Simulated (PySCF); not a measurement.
Si(AsH2)(F)2(H) (AsF2H3Si), SMILES [SiH]([AsH2])(F)F.

Geometry: PBE0-D3(BJ)/def2-SVP. This is a generated structure with no PubChem entry under its InChIKey; it may be hypothetical.

Level of theory: ωB97X/def2-TZVP (PySCF).

Symmetry labels are those of the subgroup Cs that the program uses (full group Cs).

Q: List the valence orbital energies around the gap with their symmetry. (The exact figures need the calculation; the answer reports its results.)

A: 
```csv
orbital,symmetry,energy (eV)
HOMO−7,A',-16.15
HOMO−6,A',-15.80
HOMO−5,A",-15.01
HOMO−4,A",-14.65
HOMO−3,A',-13.87
HOMO−2,A",-13.22
HOMO−1,A',-11.80
HOMO,A',-10.25
LUMO,A",2.01
LUMO+1,A',2.02
LUMO+2,A',2.59
LUMO+3,A",2.62
```
